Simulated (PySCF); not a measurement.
C2O2Os, SMILES [O+]#[C-]->[Os]<-[C-]#[O+] (connectivity only; charge and spin as stated), neutral, multiplicity 3.

The structure is a stationary point at PBE0-D3(BJ)/def2-SVP. The spin state was assumed, not searched. The def2 effective core potentials stand for the cores of Os; spin–orbit coupling is left out.

Two levels are set side by side: PBE/def2-TZVPD (PySCF) and CAM-B3LYP/def2-TZVPD (PySCF). Same geometry, gas phase. Differences are taken from unrounded values.

| quantity | PBE |
|---|---|
| α-spin orbital gap (eV) | 1.67 |
| β-spin orbital gap (eV) | 1.12 |
| dipole moment (D) | 3.14 |
| mean polarisability (bohr³) | 74.4 |

### Question
These are the PBE values. What does CAM-B3LYP give? (Estimate from the structure and the level; the computed values follow.)

### Answer

```
quantity                     CAM-B3LYP  PBE minus CAM-B3LYP
---------------------------  ---------  -------------------
α-spin orbital gap (eV)           5.49                -3.82
β-spin orbital gap (eV)           6.00                -4.88
dipole moment (D)                 3.49                -0.35
mean polarisability (bohr³)       73.3                  1.1
```

Rough cost on one machine, each run with all the roots and properties that it gave: CAM-B3LYP against PBE within a factor of 2.
